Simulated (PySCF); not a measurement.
NMR data simulated for an unnamed compound:

¹H NMR (400 MHz, computed): δ 4.43 (m, 3H), 3.99 (s, 3H), 2.89 (m, 3H).

¹³C{¹H} NMR (computed): δ 222.5 (C), 184.3 (C), 53.3 (CH3), 29.8 (CH3).

No relativistic terms, no solvent model, a single conformation, averaged over atoms made equivalent by symmetry, fast rotation or ring inversion. Geometry: GFN2-xTB; shielding tensors at PBE0/pcSseg-1 (GIAO); PySCF.

Scale: ¹H, ¹³C against TMS (reference shieldings calculated alike).

Which of these does the molecule contain: a Si–H bond, a methoxy group, a tert-butyl group, a CH3CH2 unit, an aldehyde?

## Answers


- A Si–H bond: yes (δH 4.43 (m)).
- A methoxy group: yes (δC 53.3; δH 3.99 (s)).
- A tert-butyl group: no.
- A CH3CH2 unit: no.
- An aldehyde: no.

The data belong to `InChI=1S/C4H9O2PSi/c1-3(8)7-4(5)6-2/h1-2,8H3`; they needn't prove each group on their own.

Carbon signals by region: 2 in the far downfield region (above 160 ppm), 1 at 50–100 ppm, 1 below 50 ppm. Above 160 ppm: 222.5, carbon double-bonded to a heavier main-group atom, 184.3, carbonyl carbon.

Splittings by ³¹P in the carbon and heteronuclear signals aren't shown, as no couplings were computed. Shifts are as computed. Against solution values, carbons near 30 ppm lie about +3 ppm off and those near 130 ppm about +5 ppm. Of 1211 compounds with measured shifts, 218 miss one by over three times the rms of a fit or turn the order of signals round; such compounds aren't used in these exercises. No couplings were computed; multiplicities are counted from neighbouring protons, with m where these are inequivalent, close in shift, in a saturated or five-membered ring or joined by F or P, and br s for small geminal =CH2 splittings.
